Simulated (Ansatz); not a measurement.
Saddle point of Si2NH7S, singlet (Si₂NH₇S ([NH2][SiH]([SiH3])[SH]) → Si₂H₄S ([SiH3][SiH][S]) + NH₃ (still joined by a long Si–N bond); bonds formed: N2–H4; bonds broken: S3–H4; bonds weakened to dative contacts: Si1–N2), PBE0-D4/def2-TZVP structure:

Si1  (-0.338, 0.281, -0.702)
N2  (1.341, 0.937, -0.330)
S3  (0.420, -0.742, -2.328)
H4  (1.478, 0.200, -1.440)
H5  (-1.183, 1.488, -0.936)
Si6  (-1.137, -0.957, 1.118)
H7  (1.492, 1.937, -0.400)
H8  (1.832, 0.570, 0.477)
H9  (-0.051, -1.855, 1.597)
H10  (-2.300, -1.781, 0.697)
H11  (-1.554, -0.077, 2.246)
(Å)

Energies are electronic, without zero-point energy. Barriers and step energies count from the start structure reached by relaxing down the imaginary mode; all methods use the PBE0-D4 structures, on which another method's saddle can fall below an end. Ansatz 0.2.0; basis: def2-TZVPP, with def2-QZVPP for the basis limit; cores frozen in the correlated methods. B3LYP uses VWN-RPA correlation. Extrapolation: Hartree–Fock as exp(−7.88 √X), correlation as X^−2.97.

```
      method  barrier (kcal/mol)  step energy (kcal/mol)
       SPW92               17.84                    9.81
      PBE-D4                   ?                    9.84
     BLYP-D4               25.36                   11.20
   r2SCAN-D4               24.31                   10.48
      B97M-V               26.35                    9.36
     PBE0-D4               25.01                   10.70
    B3LYP-D4               27.83                   11.92
  r2SCAN0-D4               26.60                   11.02
    BHLYP-D4                   ?                   12.86
CAM-B3LYP-D4               29.49                   13.27
     wB97X-V               29.42                   12.91
     wB97M-V               28.47                   11.94
      B2PLYP               27.98                   11.63
    PBE-QIDH               27.02                   11.08
  RPA on PBE                   ?                   12.52
          HF               40.00                   13.71
         MP2               26.54                   10.88
        CCSD               31.20                   12.50
     CCSD(T)               28.74                   11.68
```

Question: Fill in the withheld barriers. (Judge from chemistry; the value comes from the calculation.)

Answer: The calculation gives: BHLYP-D4 32.00; RPA on PBE 28.98; PBE-D4 21.65 kcal/mol. Each is the energy of the saddle less that of the start structure, by the same method.

For comparison, the barrier by CCSD(T) at an estimated basis limit (MP2 extrapolated from triple and quadruple zeta, plus CCSD(T) − MP2 in triple zeta) is 28.01 kcal/mol.

T1 diagnostic: at most 0.014.

Labels in which every atom is bracketed show which atoms are joined, not bond orders.

For scale, one of the runs: CCSD(T)/def2-TZVPP, 255 basis functions, launched by `ansatz run in.yaml --threads 4 --pin off --events-out ev --progress --plain --max-ram 9574MiB`. The run took 100 s on 4 CPU threads of an Arm Neoverse V2 (shared host), with 5.1 GiB of host memory at its peak.
